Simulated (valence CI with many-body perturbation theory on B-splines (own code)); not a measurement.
E1 transitions of Tb⁵¹⁺

Level of theory: valence CI with perturbative core correlation (CI+MBPT): four valence electrons over a frozen Dirac-Fock core [Ne], a basis of 11 s, 11 p, 9 d, 7 f, 5 g, 2 h, 1 i functions for each j, with the one-electron correlation potential Σ1 (screened to all orders), the two-electron term Σ2, the three-electron term Σ3, Breit, model QED; selected single and double excitations, second order for the rest (own B-spline code, finite nucleus).

The last digits are not significant, and no measured levels were compared; by estimate large intervals hold to a few tenths of a per cent, small ones and those within an open d or f shell to about a per cent.

Lines 101 to 150 of 228 in falling wavelength, among levels below 60.235 Ry, chosen from the strongest by gf and those to the six lowest levels. Wavelengths and rates use the calculated energies. Electric multipoles are in the length gauge, E1 and E2 with the static RPA response of the core. Weak lines are less certain than strong ones. Lines between different terms over intervals too small for the method are left out, as are lines whose strength nearly cancels. The highest levels of a list are the least certain.

Levels are named by their leading jj configuration (3d3/2^4 stands for four electrons in 3d with j = 3/2), which in mixed levels can hold well under half, so a name can repeat and another be missing. Letters in brackets count levels of one name in rising energy.

| λ vac (nm) | Upper | Lower | A (s⁻¹) | S (a.u.) with core polarisation | S without |
| --- | --- | --- | --- | --- | --- |
| 3.998 | (3s 3p1/2 3p3/2 3d5/2) J=2 [a] | (3s^2 3p1/2 3d5/2) J=2 | 1.17e+11 | 1.85e-02 | 1.88e-02 |
| 3.950 | (3s 3p1/2 3p3/2 3d3/2) J=3 [a] | (3s^2 3p1/2 3d3/2) J=2 | 4.29e+09 | 9.13e-04 | 9.28e-04 |
| 3.933 | (3s 3p1/2 3p3/2 3d3/2) J=2 [b] | (3s^2 3p1/2 3d3/2) J=2 | 1.50e+10 | 2.26e-03 | 2.29e-03 |
| 3.908 | (3s 3p1/2 3p3/2^2) J=2 [a] | (3s^2 3p1/2 3p3/2) J=1 | 2.50e+11 | 3.68e-02 | 3.74e-02 |
| 3.894 | (3s 3p1/2 3p3/2 3d5/2) J=3 [a] | (3s^2 3p1/2 3d5/2) J=3 | 2.79e+10 | 5.69e-03 | 5.78e-03 |
| 3.835 | (3s 3p1/2 3p3/2^2) J=3 | (3s^2 3p1/2 3p3/2) J=2 | 1.46e+11 | 2.84e-02 | 2.88e-02 |
| 3.812 | (3s 3p1/2 3p3/2 3d3/2) J=2 [a] | (3s 3p1/2^2 3p3/2) J=1 | 1.52e+11 | 2.08e-02 | 2.12e-02 |
| 3.787 | (3s 3p1/2 3p3/2 3d5/2) J=3 [b] | (3s^2 3p1/2 3d5/2) J=3 | 1.04e+11 | 1.95e-02 | 1.98e-02 |
| 3.764 | (3s 3p1/2 3p3/2 3d5/2) J=4 [b] | (3s^2 3p1/2 3d5/2) J=3 | 4.43e+10 | 1.05e-02 | 1.07e-02 |
| 3.742 | (3s 3p1/2 3p3/2 3d5/2) J=2 [b] | (3s^2 3p1/2 3d5/2) J=3 | 1.27e+11 | 1.64e-02 | 1.67e-02 |
| 3.731 | (3s 3p1/2 3p3/2 3d5/2) J=2 [b] | (3s^2 3p1/2 3d5/2) J=2 | 3.17e+10 | 4.07e-03 | 4.13e-03 |
| 3.727 | (3s 3p1/2 3p3/2 3d3/2) J=0 [a] | (3s 3p1/2^2 3p3/2) J=1 | 4.53e+10 | 1.16e-03 | 1.18e-03 |
| 3.698 | (3s 3p1/2 3p3/2 3d3/2) J=1 [a] | (3s 3p1/2^2 3p3/2) J=1 | 1.30e+07 | 9.76e-07 | 9.96e-07 |
| 3.688 | (3s 3p1/2 3p3/2 3d3/2) J=1 [d] | (3s^2 3p1/2 3d3/2) J=1 | 1.70e+11 | 1.27e-02 | 1.29e-02 |
| 3.650 | (3s 3p1/2 3p3/2 3d3/2) J=2 [c] | (3s^2 3p1/2 3d3/2) J=2 | 3.24e+11 | 3.89e-02 | 3.95e-02 |
| 3.639 | (3s 3p1/2 3p3/2 3d5/2) J=3 [c] | (3s^2 3p1/2 3d5/2) J=2 | 4.90e+11 | 8.16e-02 | 8.29e-02 |
| 3.638 | (3s 3p1/2 3p3/2 3d3/2) J=2 [b] | (3s 3p1/2^2 3p3/2) J=1 | 1.79e+11 | 2.12e-02 | 2.16e-02 |
| 3.630 | (3s 3p1/2 3p3/2^2) J=0 | (3s^2 3p1/2 3p3/2) J=1 | 2.60e+11 | 6.15e-03 | 6.25e-03 |
| 3.629 | (3s 3p3/2^3) J=2 | (3s^2 3p3/2^2) J=2 | 8.73e+11 | 1.03e-01 | 1.05e-01 |
| 3.628 | (3s 3p1/2 3p3/2 3d5/2) J=4 [c] | (3s^2 3p1/2 3d5/2) J=3 | 3.58e+11 | 7.59e-02 | 7.72e-02 |
| 3.617 | (3s 3p1/2 3p3/2 3d3/2) J=0 [b] | (3s^2 3p1/2 3d3/2) J=1 | 4.26e+11 | 9.95e-03 | 1.01e-02 |
| 3.617 | (3s 3p1/2 3p3/2 3d3/2) J=2 [e] | (3s^2 3p1/2 3d3/2) J=1 | 6.62e+11 | 7.73e-02 | 7.86e-02 |
| 3.602 | (3s 3p1/2 3p3/2 3d3/2) J=3 [b] | (3s^2 3p1/2 3d3/2) J=2 | 2.12e+10 | 3.43e-03 | 3.49e-03 |
| 3.593 | (3s 3p1/2 3p3/2 3d5/2) J=1 [b] | (3s^2 3p1/2 3d5/2) J=2 | 1.54e+11 | 1.05e-02 | 1.07e-02 |
| 3.592 | (3s 3p1/2 3p3/2^2) J=1 [a] | (3s^2 3p1/2 3p3/2) J=2 | 1.18e+10 | 8.13e-04 | 8.27e-04 |
| 3.586 | (3s 3p1/2^2 3p3/2) J=1 | (3s^2 3p1/2^2) J=0 | 2.86e+11 | 1.95e-02 | 1.98e-02 |
| 3.578 | (3s 3p1/2 3p3/2^2) J=2 [b] | (3s^2 3p1/2 3p3/2) J=2 | 5.65e+11 | 6.39e-02 | 6.50e-02 |
| 3.559 | (3p1/2^2 3p3/2^2) J=0 | (3s 3p1/2^2 3p3/2) J=1 | 4.81e+11 | 1.07e-02 | 1.09e-02 |
| 3.555 | (3s 3p1/2 3p3/2 3d3/2) J=1 [b] | (3s^2 3p1/2 3d3/2) J=2 | 3.47e+10 | 2.31e-03 | 2.35e-03 |
| 3.551 | (3s 3p1/2 3p3/2 3d3/2) J=2 [d] | (3s^2 3p1/2 3d3/2) J=2 | 6.30e+10 | 6.96e-03 | 7.08e-03 |
| 3.545 | (3s 3p1/2 3p3/2 3d3/2) J=2 [a] | (3s 3p1/2^2 3p3/2) J=2 | 4.89e+10 | 5.37e-03 | 5.46e-03 |
| 3.526 | (3s 3p3/2^3) J=1 | (3s^2 3p3/2^2) J=0 | 5.78e+11 | 3.75e-02 | 3.81e-02 |
| 3.517 | (3s 3p1/2 3p3/2 3d5/2) J=1 [a] | (3s^2 3p1/2 3d3/2) J=1 | 9.44e+10 | 6.08e-03 | 6.18e-03 |
| 3.510 | (3s 3p1/2 3p3/2^2) J=1 [a] | (3s^2 3p1/2 3p3/2) J=1 | 4.18e+11 | 2.68e-02 | 2.72e-02 |
| 3.507 | (3s 3p1/2 3p3/2 3d3/2) J=3 [c] | (3s^2 3p1/2 3d3/2) J=2 | 7.95e+11 | 1.18e-01 | 1.20e-01 |
| 3.497 | (3s 3p1/2 3p3/2^2) J=2 [b] | (3s^2 3p1/2 3p3/2) J=1 | 1.08e+10 | 1.14e-03 | 1.16e-03 |
| 3.492 | (3s 3p1/2 3p3/2 3d3/2) J=1 [c] | (3s^2 3p1/2 3d3/2) J=2 | 9.41e+11 | 5.93e-02 | 6.03e-02 |
| 3.489 | (3s 3p1/2 3p3/2 3d5/2) J=1 [c] | (3s^2 3p1/2 3d5/2) J=2 | 2.01e+11 | 1.27e-02 | 1.29e-02 |
| 3.488 | (3s 3p1/2 3p3/2^2) J=1 [b] | (3s^2 3p1/2 3p3/2) J=2 | 8.98e+11 | 5.64e-02 | 5.73e-02 |
| 3.485 | (3s 3p1/2 3p3/2 3d5/2) J=3 [d] | (3s^2 3p1/2 3d5/2) J=3 | 4.24e+11 | 6.19e-02 | 6.30e-02 |
| 3.476 | (3s 3p1/2 3p3/2 3d5/2) J=2 [c] | (3s^2 3p1/2 3d5/2) J=3 | 1.84e+11 | 1.90e-02 | 1.93e-02 |
| 3.476 | (3s 3p1/2 3p3/2 3d5/2) J=3 [d] | (3s^2 3p1/2 3d5/2) J=2 | 6.03e+10 | 8.74e-03 | 8.89e-03 |
| 3.467 | (3s 3p1/2 3p3/2 3d5/2) J=2 [c] | (3s^2 3p1/2 3d5/2) J=2 | 9.78e+10 | 1.01e-02 | 1.02e-02 |
| 3.447 | (3s 3p1/2 3p3/2 3d3/2) J=1 [a] | (3s 3p1/2^2 3p3/2) J=2 | 1.44e+10 | 8.72e-04 | 8.86e-04 |
| 3.433 | (3s^2 3d3/2^2) J=2 | (3s^2 3p1/2 3d5/2) J=3 | 4.66e+10 | 4.65e-03 | 4.73e-03 |
| 3.424 | (3s^2 3d3/2^2) J=2 | (3s^2 3p1/2 3d5/2) J=2 | 1.00e+11 | 9.91e-03 | 1.01e-02 |
| 3.411 | (3s 3p1/2 3p3/2^2) J=1 [b] | (3s^2 3p1/2 3p3/2) J=1 | 3.43e+11 | 2.02e-02 | 2.05e-02 |
| 3.408 | (3s 3p1/2 3p3/2 3d5/2) J=2 [d] | (3s^2 3p1/2 3d5/2) J=3 | 6.09e+11 | 5.95e-02 | 6.04e-02 |
| 3.407 | (3s 3p1/2 3p3/2 3d3/2) J=3 [a] | (3s 3p1/2^2 3p3/2) J=2 | 1.97e+10 | 2.69e-03 | 2.73e-03 |
| 3.399 | (3s 3p1/2 3p3/2 3d5/2) J=2 [d] | (3s^2 3p1/2 3d5/2) J=2 | 1.31e+11 | 1.27e-02 | 1.29e-02 |
